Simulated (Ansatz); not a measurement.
`[CH3][SbH][SiH3]` + H• → `[CH3][Sb][SiH3]`• + H₂ at 500 K and 1 bar (hydrogen abstraction from the Sb–H bond).

Program: Ansatz. Geometries: PBE0-D4/def2-TZVP. ΔE: electronic, gas phase. CBS: MP2 limit from def2 TZ/QZ plus the TZ coupled-cluster correction, frozen cores. This one scheme is used for every species, atoms too. No spin–orbit coupling; open shells (•) take unrestricted orbitals. def2 core potentials past Kr. Bonds to Sb are less sure, by a few kJ/mol each and by 10 to 20 or more in all where they break to atoms, as the def2 sets lack core-valence functions.

```csv
species,CCSD(T)/CBS energy (Eh),H − E (kJ/mol),S (J/(mol·K))
`[CH3][SbH][SiH3]`,-571.34920,222.7,409.9
H•,-0.50000,10.4,125.5
`[CH3][Sb][SiH3]`•,-570.73571,199.9,407.8
H₂,-1.17544,41.0,145.5
```

H − E and S are ideal-gas, rigid-rotor, harmonic terms from PBE0-D4/def2-TZVP, for one conformer and one mirror image of each species, with the whole ground term of open shells counted as degenerate. The MP2-based limit puts H₂ 0.8 mEh under its directly extrapolated value; such offsets cancel only in part. 1 Eh = 2625.50 kJ/mol, R = 8.31446 J/(mol·K).

Task: By hand: ΔE, ΔH, ΔS and ΔG.

Result: ΔE = (-570.73571) + (-1.17544) − (-571.34920) − (-0.50000) = -0.06195 Eh = -162.6 kJ/mol. Δ(H − E) = 199.9 + 41.0 − 222.7 − 10.4 = 7.8, so ΔH = -154.8 kJ/mol. ΔS = 407.8 + 145.5 − 409.9 − 125.5 = 17.9 J/(mol·K). ΔG = -154.8 − 500 × (17.9)/1000 = -163.8 kJ/mol.

Task: By hand: the equilibrium constant, and the temperature at which ΔG would vanish if ΔH and ΔS stayed fixed.

Result: log₁₀ K = −ΔG/(RT ln 10) = 17.1. ΔH and −TΔS have one sign here, so there is no such temperature.

ΔH outweighs TΔS. A doubt of 5 kJ/mol in ΔE shifts log₁₀ K by 0.5 here. Other conformers and mirror images would add mixing entropy, several J/(mol·K) or more a flexible species. These are equilibria of isolated gas molecules and say nothing of rates. Largest T1 diagnostic: 0.013 (customary marks: 0.02 for closed shells, 0.045 for open ones).
